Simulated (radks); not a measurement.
The numbers below are computed, except where a source is named.
Spherical quantum dot in the effective-mass picture: electrons in a hard-walled sphere of radius 2.14, with a point charge +2 (a donor) at the centre, all in effective atomic units (hartree* = m*/eps^2 hartree, bohr* = eps/m* bohr), one dielectric constant everywhere. Level of theory: non-relativistic Kohn-Sham, PBEsol, spin-polarised, spherical densities (a radial shooting solver with Libxc functionals). Levels are named by radial order and angular momentum (1s, 1p, 1d, 2s, ...), and open shells are averaged over m. Each electron was tried in the lowest free levels, single moves between levels near the top were tried too, and the lowest total energy was kept; such a search can miss a lower state. At N = 1 the Hartree and exchange-correlation terms need not cancel, so that row can carry a self-interaction error.

| N | open shells | 2S | mu = E(N) - E(N-1) (hartree*) | addition energy mu(N+1) - mu(N) (hartree*) | e(HOMO) (hartree*) | rms radius (bohr*) |
|---|---|---|---|---|---|---|
| 1 | 1s(up 1, down 0) | 1 | -1.9197 | 1.218 | -1.4405 | 0.7826 |
| 2 | none | 0 | -0.70205 | 2.629 | -0.28882 | 0.8585 |
| 3 | 1p(up 1, down 0) | 1 | 1.9268 | 0.6026 | 2.2190 | 1.032 |
| 4 | 1p(up 2, down 0) | 2 | 2.5294 | 0.6324 | 2.8436 | 1.115 |
| 5 | 1p(up 3, down 0) | 3 | 3.1618 | 0.8450 | 3.4810 | 1.167 |
| 6 | 1p(up 3, down 1) | 2 | 4.0068 | 0.5866 | 4.2933 | 1.206 |
| 7 | 1p(up 3, down 2) | 1 | 4.5934 | 0.6108 | 4.8968 | 1.236 |
| 8 | none | 0 | 5.2042 | 1.686 | 5.5127 | 1.260 |
| 9 | 2s(up 1, down 0) | 1 | 6.8907 | 0.8581 | 7.2442 | 1.275 |
| 10 | none | 0 | 7.7488 | 0.6349 | 8.1223 | 1.281 |
| 11 | 1d(up 2, down 0) 2s(up 1, down 0) | 3 | 8.3837 | 0.5602 | 8.6505 | 1.322 |
| 12 | 1d(up 3, down 0) 2s(up 1, down 0) | 4 | 8.9439 | 0.5877 | 9.2376 | 1.341 |
| 13 | 1d(up 4, down 0) 2s(up 1, down 0) | 5 | 9.5316 | 0.5885 | 9.8258 | 1.357 |
| 14 | 1d(up 5, down 0) 2s(up 1, down 0) | 6 | 10.120 | 0.7766 | 10.415 | 1.371 |
| 15 | 1d(up 5, down 1) 2s(up 1, down 0) | 5 | 10.897 | 0.5681 | 11.180 | 1.384 |
| 16 | 1d(up 5, down 2) 2s(up 1, down 0) | 4 | 11.465 | 0.5728 | 11.751 | 1.395 |
| 17 | 1d(up 5, down 3) 2s(up 1, down 0) | 3 | 12.038 | 0.5757 | 12.325 | 1.406 |
| 18 | 1d(up 5, down 4) 2s(up 1, down 0) | 2 | 12.613 | 0.5773 | 12.902 | 1.416 |
| 19 | 2s(up 1, down 0) | 1 | 13.191 | 0.7960 | 13.480 | 1.424 |
| 20 | none | 0 | 13.987 | 1.876 | 14.377 | 1.421 |
| 21 | 1f(up 1, down 0) | 1 | 15.862 | 0.5625 | 16.143 | 1.431 |
| 22 | 1f(up 2, down 0) | 2 | 16.425 | 0.5635 | 16.706 | 1.441 |
| 23 | 1f(up 3, down 0) | 3 | 16.988 | 0.5642 | 17.270 | 1.449 |
| 24 | 1f(up 4, down 0) | 4 | 17.552 | 0.5646 | 17.835 | 1.457 |
| 25 | 1f(up 5, down 0) | 5 | 18.117 | 0.5649 | 18.399 | 1.465 |
| 26 | 1f(up 6, down 0) | 6 | 18.682 | 0.5651 | 18.965 | 1.472 |
| 27 | 1f(up 7, down 0) | 7 | 19.247 | 0.7212 | 19.530 | 1.478 |
| 28 | 1f(up 7, down 1) | 6 | 19.968 | 0.5566 | 20.246 | 1.485 |
| 29 | 1f(up 7, down 2) | 5 | 20.525 | 0.5577 | 20.804 | 1.490 |
| 30 | 1f(up 7, down 3) | 4 | 21.083 | 0.5585 | 21.362 | 1.496 |
| 31 | 1f(up 7, down 4) | 3 | 21.641 | 0.5590 | 21.920 | 1.501 |
| 32 | 1f(up 7, down 5) | 2 | 22.200 | 0.5594 | 22.480 | 1.506 |
| 33 | 1f(up 7, down 6) | 1 | 22.759 | 0.5597 | 23.039 | 1.511 |
| 34 | none | 0 | 23.319 | 2.277 | 23.599 | 1.516 |
| 35 | 1g(up 1, down 0) | 1 | 25.596 | 0.5505 | 25.871 | 1.521 |
| 36 | 1g(up 2, down 0) | 2 | 26.146 | 0.5509 | 26.422 | 1.526 |
| 37 | 1g(up 3, down 0) | 3 | 26.697 | 0.5511 | 26.973 | 1.531 |
| 38 | 1g(up 4, down 0) | 4 | 27.248 | 0.5513 | 27.524 | 1.535 |
| 39 | 1g(up 5, down 0) | 5 | 27.799 | 0.5515 | 28.075 | 1.540 |
| 40 | 1g(up 6, down 0) | 6 | 28.351 | 0.5516 | 28.627 | 1.544 |
| 41 | 1g(up 7, down 0) | 7 | 28.903 | 0.5516 | 29.178 | 1.548 |
| 42 | 1g(up 8, down 0) | 8 | 29.454 | 0.5516 | 29.730 | 1.552 |
| 43 | 1g(up 9, down 0) | 9 | 30.006 | - | 30.282 | 1.555 |

All shells are closed at N = 2, 8, 10, 20, 34 (there: 1s2 1p6 1d10 2s2 1f14); the second difference of the energy has clear peaks (12 % above both neighbours; the first and last values, which can be the largest, are not judged, and half-filled shells can peak too) at N = 2, 5, 8, 14, 20, 27, 34.
